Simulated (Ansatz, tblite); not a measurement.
Forces on GeH2MeCl (CH₅ClGe) at its B3LYP-D4/def2-TZVP geometry. Total charge 0; singlet.

The xTB rows come from tblite.

GFN1-xTB (tblite), largest force 0.91 eV/Å:

```xyz
8
positions Å, forces eV/Å
Ge   -0.070   -0.149    0.874   -0.122   -0.073    0.694
H    -1.286   -0.982    1.310    0.708    0.548   -0.168
H     0.099    1.086    1.775   -0.174   -0.765   -0.464
C    -0.102    0.299   -1.027   -0.107   -0.048    0.471
H    -0.989    0.892   -1.252    0.094   -0.020   -0.149
H    -0.124   -0.615   -1.619    0.010    0.007   -0.128
H     0.787    0.871   -1.287    0.027    0.028   -0.124
Cl    1.685   -1.402    1.225   -0.435    0.322   -0.130
```

GFN2-xTB (tblite), largest force 0.98 eV/Å:

```
Ge 0.565 -0.513 0.611
H 0.257 0.239 -0.020
H -0.109 -0.303 -0.142
C -0.118 0.102 -0.146
H 0.154 -0.073 -0.079
H 0.011 0.108 -0.035
H -0.078 -0.045 -0.068
Cl -0.682 0.485 -0.120
```

r2SCANh-D4/def2-TZVP (Ansatz), largest force 0.36 eV/Å:

```
Ge 0.164 -0.089 -0.101
H 0.101 0.051 -0.037
H 0.000 -0.096 -0.070
C 0.017 -0.059 0.218
H 0.027 -0.018 0.017
H -0.002 0.024 0.023
H -0.024 -0.020 0.014
Cl -0.285 0.207 -0.064
```
